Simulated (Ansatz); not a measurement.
A nudged elastic band was laid between two geometries of C3H6O2Si (12 atoms, charge 0, multiplicity 1).

Method: RHF/STO-3G in Ansatz.

| Quantity | Value |
| --- | --- |
| movable images | 5 |
| climbing image | yes |
| spring | 5.0 eV/Å² |
| optimiser | quadratic models (default) |
| start path | through a guess of the saddle point |
| force threshold | 0.03 eV/Å |
| iteration limit | 60 |
| end points | relaxed |

Image 0:

```xyz
12
Properties=species:S:1:pos:R:3
C 2.766 0.270 0.948
O 1.426 0.714 1.260
C 0.531 0.195 0.364
C -0.297 -0.206 -0.358
O -1.187 -0.712 -1.238
Si -2.806 -0.281 -0.944
H 3.077 0.602 -0.047
H 2.851 -0.819 1.000
H 3.425 0.716 1.695
H -2.949 1.133 -1.011
H -3.207 -0.752 0.337
H -3.552 -0.915 -1.974
```

Image 6:

```xyz
12
Properties=species:S:1:pos:R:3
C 2.590 0.139 1.114
O 1.744 1.145 0.512
C 0.729 0.563 -0.192
C -0.180 0.138 -0.794
O -1.166 -0.381 -1.554
Si -2.714 -0.337 -0.849
H 2.033 -0.486 1.819
H 3.375 0.671 1.655
H 3.050 -0.504 0.359
H -3.094 1.012 -0.600
H -2.710 -1.075 0.368
H -3.579 -0.939 -1.803
```

Task: What changes between the two ends?

Result: No bond is made or broken. The dihedral H7–C1–O2–C3 goes from 61 to -61°.

Task: Give the energies along the band, and the barrier.

Result: The forces met the threshold. The highest image is number 2 of 0 to 6, 0.092 eV above the first end and 0.110 eV above the last; the last end lies 0.018 eV below the first. The profile has 2 maxima (images 2, 5) with wells between them (image 3): this band takes more than one step, which may be the mechanism or a detour left from its start path. A vibrational analysis at the climbing image gives one clearly imaginary mode, 204i cm⁻¹, and a faint second one (31i cm⁻¹) that may be numerical noise or a soft torsion: probably a first-order saddle point. Limits of this set-up: minimal basis.

```
image  path coordinate (Å)  energy (eV)  dihedral H7–C1–O2–C3 (°)
    0                 0.00        0.000                        61
    1                 0.85        0.031                        82
    2                 1.71        0.092                       121
    3                 2.96        0.000                       173
    4                 4.22        0.022                      -155
    5                 5.48        0.049                       -99
    6                 6.73       -0.018                       -61
```

Task: What is the geometry of the highest image?

Result: 
```xyz
12
Properties=species:S:1:pos:R:3
C 2.778 0.284 0.949
O 1.473 0.911 1.034
C 0.550 0.275 0.254
C -0.302 -0.213 -0.381
O -1.220 -0.829 -1.157
Si -2.822 -0.314 -0.910
H 3.499 1.020 0.583
H 2.789 -0.582 0.285
H 3.082 -0.035 1.950
H -2.939 1.069 -1.228
H -3.199 -0.535 0.445
H -3.609 -1.104 -1.790
```

Time of the run: 66 s on 1 thread of Arm Neoverse V2, on a shared host, peak memory 0.093 GiB.
